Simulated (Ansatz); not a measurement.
Sn nanocrystals, cubic, H-capped: PBE0-D4/def2-SVP single points in Ansatz on relaxed structures, gas phase. Core potentials for Sn, no spin–orbit coupling. Binding counts from free atoms in the multiplicity of their measured ground term, without zero-point energy. Sets without diffuse functions give affinities that are too small. A dash marks a value that wasn't run or was left out as unsound. The structures are stationary points that may keep the symmetry of their start. Remarks come from the PBE and PBE0 runs and from stability tests at other levels; not every state was tested. A HOMO above zero means that the electron is unbound at that level and held by the basis, or that self-interaction error raises the level; the energy of removing that electron tells which. HOMO above LUMO (over both spins in singlets and doublets, within one spin in higher multiplets; at PBE or PBE0), or a gap under 0.15 eV within one spin, warns that the state may not be the lowest or that an electron is smeared out.

```tsv
species	atoms	state	geometry	HOMO (eV)	LUMO (eV)	gap (eV)	vertical IE (eV)	vertical EA (eV)	vertical triplet (eV)	binding per atom (eV)	point group (within 0.1 Å)	remarks
Sn9H16	25	singlet	PBE-D4/def2-SVP	-7.03	-1.59	5.44	–	–	–	2.36	C2v	gap within one spin near zero at PBE or PBE0 (+1 doublet), HOMO above LUMO (+1 doublet), HOMO above zero (-1 doublet), gap within one spin near zero at PBE or PBE0 (triplet), HOMO above LUMO (triplet)
Sn10H16	26	singlet	PBE-D4/def2-SVP	-7.01	-1.63	5.39	–	–	–	2.39	–	gap within one spin near zero at PBE or PBE0 (+1 doublet), HOMO above LUMO (+1 doublet), HOMO above zero (-1 doublet), gap within one spin near zero at PBE or PBE0 (triplet), HOMO above LUMO (triplet)
Sn13H20	33	singlet	PBE-D4/def2-SVP	-6.80	-1.82	4.99	–	–	–	2.41	Cs	gap within one spin near zero at PBE or PBE0 (+1 doublet), gap within one spin near zero at PBE or PBE0 (-1 doublet), gap within one spin near zero at PBE or PBE0 (triplet)
Sn20H28	48	singlet	PBE-D4/def2-SVP	-6.55	-2.14	4.41	7.47	1.36	3.42	2.45	C2	gap within one spin near zero at PBE or PBE0 (+1 doublet), gap within one spin near zero at PBE or PBE0 (-1 doublet), gap within one spin near zero at PBE or PBE0 (triplet)
Sn21H32, disc	53	singlet	PBE-D4/def2-SVP	-6.60	-2.16	4.44	–	–	–	2.42	Cs	gap within one spin near zero at PBE or PBE0 (+1 doublet), gap within one spin near zero at PBE or PBE0 (triplet)
Sn29H36	65	singlet	PBE-D4/def2-SVP	-6.55	-2.45	4.11	7.37	1.76	3.23	2.50	–	gap within one spin near zero at PBE or PBE0 (+1 doublet), HOMO above LUMO (+1 doublet), gap within one spin near zero at PBE or PBE0 (triplet)
Sn30H36	66	singlet	PBE-D4/def2-SVP	-6.50	-2.41	4.08	7.32	1.74	3.23	2.51	Cs	gap within one spin near zero at PBE or PBE0 (+1 doublet), HOMO above LUMO (+1 doublet), gap within one spin near zero at PBE or PBE0 (triplet), HOMO above LUMO (triplet)
Sn31H36	67	singlet	r2SCAN-D4/def2-SVP	-6.46	-2.28	4.18	7.28	1.61	3.30	2.52	–	gap within one spin near zero at PBE or PBE0 (+1 doublet), HOMO above LUMO (+1 doublet), gap within one spin near zero at PBE or PBE0 (triplet)
```

(1) Estimate the rows for Sn19H28 (singlet, PBE-D4/def2-SVP geometry); Sn22H28 (singlet, PBE-D4/def2-SVP geometry); Sn26H30 (singlet, PBE-D4/def2-SVP geometry).

(1) 
| species | atoms | state | geometry | HOMO (eV) | LUMO (eV) | gap (eV) | vertical IE (eV) | vertical EA (eV) | vertical triplet (eV) | binding per atom (eV) | point group (within 0.1 Å) | remarks |
| --- | --- | --- | --- | --- | --- | --- | --- | --- | --- | --- | --- | --- |
| Sn19H28 | 47 | singlet | PBE-D4/def2-SVP | -6.58 | -2.27 | 4.32 | 7.52 | 1.48 | 3.41 | 2.43 | C3v | gap within one spin near zero at PBE or PBE0 (+1 doublet), gap within one spin near zero at PBE or PBE0 (triplet), HOMO above LUMO (triplet) |
| Sn22H28 | 50 | singlet | PBE-D4/def2-SVP | -6.55 | -2.27 | 4.28 | – | – | – | 2.48 | C3v | gap within one spin near zero at PBE or PBE0 (+1 doublet), HOMO above LUMO (+1 doublet), gap within one spin near zero at PBE or PBE0 (triplet), HOMO above LUMO (triplet) |
| Sn26H30 | 56 | singlet | PBE-D4/def2-SVP | -6.46 | -2.28 | 4.18 | 7.32 | 1.56 | 3.33 | 2.51 | – | gap within one spin near zero at PBE or PBE0 (+1 doublet), gap within one spin near zero at PBE or PBE0 (-1 doublet), HOMO above LUMO (-1 doublet), gap within one spin near zero at PBE or PBE0 (triplet), HOMO above LUMO (triplet) |

The gap (eV) runs from 4.08 (Sn30H36) to 5.44 (Sn9H16). It doesn't follow size steadily. The vertical IE (eV) runs from 7.28 (Sn31H36) to 7.52 (Sn19H28). It doesn't follow size steadily. The vertical EA (eV) runs from 1.36 (Sn20H28) to 1.76 (Sn29H36). It doesn't follow size steadily. The vertical triplet (eV) runs from 3.23 (Sn29H36) to 3.42 (Sn20H28). It doesn't follow size steadily. The binding per atom (eV) runs from 2.36 (Sn9H16) to 2.52 (Sn31H36). It doesn't follow size steadily.
